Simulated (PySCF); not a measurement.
Ta(O)(Cl)2(Me) (CH3Cl2OTa), SMILES [Cl][Ta](=[O])([Cl])[CH3], multiplicity 1.

Geometry: B3LYP-D3(BJ)/def2-SVP. The spin state was assumed, not searched. The structure was generated by enumeration; whether it is a known compound was not checked. The def2 effective core potentials stand for the cores of Ta; spin–orbit coupling is left out.

Calculation: TDDFT-CAM-B3LYP/def2-SVPD run with PySCF.

Vertical excitations.  State labels are in the subgroup Cs.

| state | symmetry | energy (eV) | λ (nm) | f | main pairs |
|---|---|---|---|---|---|
| S1 | A" | 4.85 | 255 | 0.000 | HOMO→LUMO 95 % |
| S2 | A' | 5.46 | 227 | 0.002 | HOMO−1→LUMO 90 % |
| S3 | A" | 5.64 | 220 | 0.000 | HOMO−2→LUMO 61 %, HOMO−1→LUMO+1 29 % |
| S4 | A' | 5.71 | 217 | 0.025 | HOMO→LUMO+1 88 % |
| S5 | A" | 5.92 | 209 | 0.005 | HOMO−1→LUMO+1 61 %, HOMO−2→LUMO 23 % |
| S6 | A" | 6.05 | 205 | 0.000 | HOMO−4→LUMO 53 %, HOMO−5→LUMO 39 % |
| S7 | A' | 6.12 | 203 | 0.011 | HOMO−3→LUMO 60 %, HOMO−2→LUMO+1 26 %, HOMO−6→LUMO 9 % |
| S8 | A' | 6.18 | 200 | 0.012 | HOMO−2→LUMO+1 62 %, HOMO−3→LUMO 30 % |
| S9 | A" | 6.56 | 189 | 0.005 | HOMO−5→LUMO 48 %, HOMO−4→LUMO 23 %, HOMO−3→LUMO+1 16 % |
| S10 | A' | 6.61 | 188 | 0.011 | HOMO−4→LUMO+1 56 %, HOMO−5→LUMO+1 26 % |
| T1 | A" | 4.45 | 279 | 0 | HOMO→LUMO 92 % |
| T2 | A' | 5.08 | 244 | 0 | HOMO→LUMO+1 91 % |
| T3 | A' | 5.24 | 237 | 0 | HOMO−1→LUMO 86 % |
| T4 | A" | 5.50 | 226 | 0 | HOMO−2→LUMO 74 %, HOMO−1→LUMO+1 17 % |
Triplets are in the Tamm–Dancoff approximation, which puts them higher than full response would, so one can lie above its singlet here.
